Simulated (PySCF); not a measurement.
# As⁺ (arsenic, charge +1) across methods

[Ar] 3d10 4s2 4p1 5s1, 5s spin antiparallel (an excited configuration). All numbers are calculated (PySCF 2.14, no relativity, point nucleus, in dyall-av2z (16s12p8d, 92 functions)).

```tsv
method	E (hartree)	mean ε 4s β (eV)	mean ε 4p α (eV)	mean ε 5s β (eV)	Σ⟨r²⟩ (bohr²)	⟨S²⟩
r2SCAN	-2235.084	-26.379	-17.733	-7.067	49.39	1.004
PBE0	-2234.839	-27.476	-18.529	-7.434	49.41	1.003
M06-2X	-2235.171	-27.525	-19.692	-7.998	49.62	1.003
r2SCAN0	-2235.072	-27.569	-18.898	-7.445	49.51	1.005
HSE06	-2234.828	-27.196	-18.096	-7.099	49.30	1.003
revPBE	-2234.950	-26.124	-17.209	-7.032	49.17	1.002
UHF	-2233.50647	-29.918	-21.778	-8.183	50.56	1.009
PBE	-2234.785	-26.288	-17.205	-7.022	49.03	1.002
LDA	-2231.832	-26.707	-17.221	-6.996	48.71	1.001
```

The outer electron is Rydberg-like, and this basis confines it to a smaller radius and binds it less than a complete one would. With the s spin flipped the determinant is a mixture of two multiplicities, not a spectroscopic state.
